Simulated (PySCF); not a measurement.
A PySCF script (with the pyscf-properties extension) for the NMR shieldings of SMILES C1=C[C@@H](B)[C@H](F)CC1, C6H10BF, on a GFN2-xTB geometry:

```python
import basis_set_exchange as bse
import numpy as np
from pyscf import gto, dft
from pyscf.prop import nmr

atoms = """
B    -2.537931   -0.077823    0.253940
C    -1.066979   -0.089002   -0.315403
C    -0.304004   -1.360689   -0.064499
C     0.982189   -1.413718    0.240162
C     1.862243   -0.204266    0.323923
C     1.229547    0.969661   -0.415818
C    -0.212406    1.130163    0.046448
F    -0.760256    2.256805   -0.548163
H    -3.173486   -1.056571    0.205464
H    -2.998844    0.903805    0.683495
H    -1.237417   -0.037913   -1.406376
H    -0.884837   -2.269083   -0.134763
H     1.455764   -2.364607    0.440404
H     2.841447   -0.430283   -0.103880
H     2.021821    0.057172    1.375536
H     1.237828    0.780426   -1.491288
H     1.780834    1.892638   -0.227742
H    -0.244272    1.319602    1.126903
"""
names = dict.fromkeys(["B", "C", "F", "H"], "pcSseg-1")
basis = {el: gto.basis.parse(bse.get_basis(n, elements=[el], fmt="nwchem")) for el, n in names.items()}
mol = gto.M(atom=atoms, basis=basis, charge=0, verbose=0)
mf = dft.RKS(mol, xc="PBE0")
mf.grids.level = 2
mf.grids.alignment = dft.numint.BLKSIZE   # the property module wants whole blocks of grid points
mf.conv_tol = 1e-9
mf.kernel()

calc = nmr.RKS(mf)   # GIAO
C = mf.mo_coeff
Co = C[:, mf.mo_occ > 0]
resp = mf.gen_response(singlet=True, hermi=2)
def vind(x):   # induced exchange potential for any number of trial vectors
    d = np.einsum("pi,xij,qj->xpq", C, 2 * x.reshape(-1, C.shape[1], Co.shape[1]), Co, optimize=True)
    return np.einsum("xpq,pi,qj->xij", resp(d - d.transpose(0, 2, 1)), C, Co, optimize=True).ravel()
mo1, _ = nmr.rhf.solve_mo1(calc, with_cphf=vind)
sigma = calc.kernel(mo1)
for i, s in enumerate(sigma):   # ppm
    print("%2d %-2s %9.2f" % (i, mol.atom_pure_symbol(i), np.trace(s) / 3))
```

Task: What are the results?

Result: 
```
 0 B      11.66
 1 C     131.80
 2 C      53.12
 3 C      53.75
 4 C     158.03
 5 C     152.74
 6 C      92.74
 7 F     376.86
 8 H      23.85
 9 H      23.68
10 H      29.49
11 H      25.49
12 H      25.80
13 H      29.45
14 H      29.42
15 H      29.95
16 H      29.43
17 H      26.77
```

These numbers come from an equivalent density-fitted implementation of the same equations, which agrees with the script to about 0.01 ppm for H and up to a few tenths of a ppm for heavy atoms, so last digits may differ.

Size and cost of the density-fitted run: 186 basis functions, 52 s wall time on 1 thread of an Arm Neoverse N1, shared host; peak memory 0.84 GiB.
